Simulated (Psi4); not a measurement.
C₂H₅S, doublet, at a GFN2-xTB geometry; Psi4 1.11 with BHHLYP/def2-SVPD.

The Psi4 input:
```
memory 2 GB

molecule {
0 2
  C     1.53299942    0.71450865   -0.07982546
  C     0.06095953    0.70378944   -0.22714829
  S    -0.80517238   -0.73669354    0.18351772
  H    -2.02845725   -0.24935278   -0.03240556
  H    -0.41201640    1.36171374   -0.93464300
  H     1.87938030    1.72772034    0.12702719
  H     1.83695475    0.06093026    0.73566701
  H     2.04314293    0.37629641   -0.99008672
}

set basis def2-svpd
set reference uks

energy('bhhlyp')
print_variables()
```

Output, abridged:

```
   => Loading Basis Set <=

    Name: DEF2-SVPD
    Role: ORBITAL
    Keyword: BASIS

         ---------------------------------------------------------
                                   SCF
               by Justin Turney, Rob Parrish, Andy Simmonett
                          and Daniel G. A. Smith
                              UKS Reference
         ---------------------------------------------------------

  ==> Geometry <==

    Molecular point group: c1
    Full point group: C1

    Geometry (in Angstrom), charge = 0, multiplicity = 2:

       Center              X                  Y                   Z               Mass
    ------------   -----------------  -----------------  -----------------  -----------------
         C            1.586605082429     0.767467588657    -0.097539446183    12.000000000000
         C            0.114565192429     0.756748378657    -0.244862276183    12.000000000000
         S           -0.751566717571    -0.683734601343     0.165803733817    31.972071174400
         H           -1.974851587571    -0.196393841343    -0.050119546183     1.007825032230
         H           -0.358410737571     1.414672678657    -0.952356986183     1.007825032230
         H            1.932985962429     1.780679278657     0.109313203817     1.007825032230
         H            1.890560412429     0.113889198657     0.717953023817     1.007825032230
         H            2.096748592429     0.429255348657    -1.007800706183     1.007825032230

  Running in c1 symmetry.

  Rotational constants: A =      1.31017  B =      0.18397  C =      0.16672 [cm^-1]
  Rotational constants: A =  39277.79848  B =   5515.28727  C =   4998.28480 [MHz]
  Nuclear repulsion =  100.277667408707643

  Charge       = 0
  Multiplicity = 2
  Electrons    = 33
  Nalpha       = 17
  Nbeta        = 16

  ==> Algorithm <==

  SCF Algorithm Type is DF.
  DIIS enabled.
  MOM disabled.
  Fractional occupation disabled.
  Guess Type is SAD.
  Energy threshold   = 1.00e-06
  Density threshold  = 1.00e-06
  Integral threshold = 1.00e-12

  ==> Primary Basis <==

  Basis Set: DEF2-SVPD
    Blend: DEF2-SVPD
    Number of shells: 47
    Number of basis functions: 107
    Number of Cartesian functions: 113
    Spherical Harmonics?: true
    Max angular momentum: 2

  ==> DFT Potential <==

   => LibXC <=

    Version 7.1.2
    S. Lehtola, C. Steigemann, M. J. T. Oliveira, and M. A. L. Marques,  SoftwareX 7, 1–5 (2018) (10.1016/j.softx.2017.11.002)

[...]
      Ntotal   =   33.0000001178 ; deviation = 1.178e-07

   @Spin Contamination Metric:   7.999055000E-03
   @S^2 Expected:                7.500000000E-01
   @S^2 Observed:                7.579990550E-01
   @S   Expected:                5.000000000E-01
   @S   Observed:                5.000000000E-01

    Orbital Energies [Eh]
    ---------------------

    Alpha Occupied:

[...]
    Alpha Virtual:

[...]
    Beta Occupied:

[...]
      16A     -0.324558

    Beta Virtual:

[...]
     107A      3.211198

    Final Occupation by Irrep:
              A
    DOCC [    16 ]
    SOCC [     1 ]
    NA   [    17 ]
    NB   [    16 ]

  @DF-UKS Final Energy:  -477.12769550527054

   => Energetics <=

    Nuclear Repulsion Energy =            100.2776674087076429
    One-Electron Energy =                -853.8052909459413513
    Two-Electron Energy =                 296.1506216858971925
    DFT Exchange-Correlation Energy =     -19.7506936539340572
    Empirical Dispersion Energy =           0.0000000000000000
    VV10 Nonlocal Energy =                  0.0000000000000000
    Total Energy =                       -477.1276955052705375

  UHF NO Occupations:
  HONO-2 :   15  A 1.9988900
  HONO-1 :   16  A 1.9979257
  HONO-0 :   17  A 1.0000000
  LUNO+0 :   18  A 0.0020743
  LUNO+1 :   19  A 0.0011100
  LUNO+2 :   20  A 0.0002960
  LUNO+3 :   21  A 0.0002197

Computation Completed

Properties will be evaluated at   0.000000,   0.000000,   0.000000 [a0]

Properties computed using the SCF density matrix

 Multipole Moments:

 ------------------------------------------------------------------------------------
     Multipole            Electronic (a.u.)      Nuclear  (a.u.)        Total (a.u.)
 ------------------------------------------------------------------------------------

 L = 1.  Multiply by 2.5417464519 to convert [e a0] to [Debye]
 Dipole X            :         -3.3531209            3.3429006           -0.0102203
 Dipole Y            :         -2.9469332            3.3025701            0.3556369
 Dipole Z            :          0.8720699           -1.1046613           -0.2325914
 Magnitude           :                                                    0.4250657

 ------------------------------------------------------------------------------------

  Variable Map:
  ----------------------------------------------------------------------------
[...]
  Array Variable Map:
  ----------------------------------------------------------------------------
[...]
[...]
```
